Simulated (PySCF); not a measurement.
## Two-component Hartree-Fock for Ca²⁺ (calcium, charge +2)

Start: [Ar]. Calculated with PySCF 2.14 in x2c-TZVPPall-2c (6s7p3d, 42 functions): generalised Hartree-Fock with the X2C-1e Hamiltonian and a Gaussian nucleus; one run each with spin-orbit coupling (SO) switched off, then screened by Boettger's factors.

| spinor shell | electrons | ε, spin-free (eV) | ε, screened SO (eV) | weight of nominal j (screened SO) | rms radius, screened SO (bohr) |
| --- | --- | --- | --- | --- | --- |
| 1s1/2 | 2 | -4099.7 | -4099.7 | 1.000 | 0.0888 |
| 2s1/2 | 2 | -476.47 | -476.46 | 1.000 | 0.393 |
| 2p1/2 | 2 | -386.01 | -388.58 | 1.000 | 0.360 |
| 2p3/2 | 4 | -386.01 | -384.74 | 1.000 | 0.363 |
| 3s1/2 | 2 | -76.090 | -76.090 | 1.000 | 1.24 |
| 3p1/2 | 2 | -51.073 | -51.360 | 1.000 | 1.36 |
| 3p3/2 | 4 | -51.073 | -50.930 | 1.000 | 1.37 |

```
   quantity   spin-free  screened SO
E (hartree)  -679.01207   -679.01543
        M_J           0            0
       ⟨J²⟩       0.000        0.000
       ⟨L²⟩       0.000        0.000
       ⟨S²⟩       0.000        0.000
```

Without spin-orbit coupling the j labels of p, d and f shells carry no meaning; the spin-free column gives the mean over the occupied spinors of each nl shell.
